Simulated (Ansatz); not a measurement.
(RbH)n off (charge +1): PBE-D4/def2-TZVP single points in Ansatz on relaxed structures, gas phase. Each cluster is the lowest isomer that a short search found in that spin, judged at the geometry's level, and lower ones may exist. Core potentials for Rb, no spin–orbit coupling. HOMO and LUMO are taken over both spins. Singlets are spin-restricted. The spins of the ions were chosen, not always searched. A dash marks a value that wasn't run or was left out as unsound. The structures are stationary points that may keep the symmetry of their start. Remarks come from the PBE and PBE0 runs and from stability tests at other levels; not every state was tested. HOMO above LUMO (over both spins in singlets and doublets, within one spin in higher multiplets; at PBE or PBE0), or a gap under 0.15 eV within one spin, warns that the state may not be the lowest or that an electron is smeared out.

```tsv
species	atoms	state	geometry	HOMO (eV)	LUMO (eV)	gap (eV)	vertical EA (eV)	lowest of the spins relaxed	point group (within 0.1 Å)	remarks
Rb3H2⁺	5	singlet	r2SCAN-D4/def2-TZVP	-6.40	-3.82	2.59	2.92	singlet, of singlet/triplet	C2v	gap within one spin near zero at PBE or PBE0 (neutral doublet), gap within one spin near zero at PBE or PBE0 (triplet)
Rb3H3⁺	6	doublet; reduced ion singlet	PBE0-D4/def2-TZVP	-5.03	-4.38	0.65	–	–	–	restricted singlet, untested (neutral singlet)
Rb5H4⁺	9	singlet	PBE-D4/def2-SVP	-6.26	-3.23	3.03	2.49	–	C4v	gap within one spin near zero at PBE or PBE0 (neutral doublet)
```

The gap (eV) runs from 0.65 (Rb3H3⁺) to 3.03 (Rb5H4⁺).
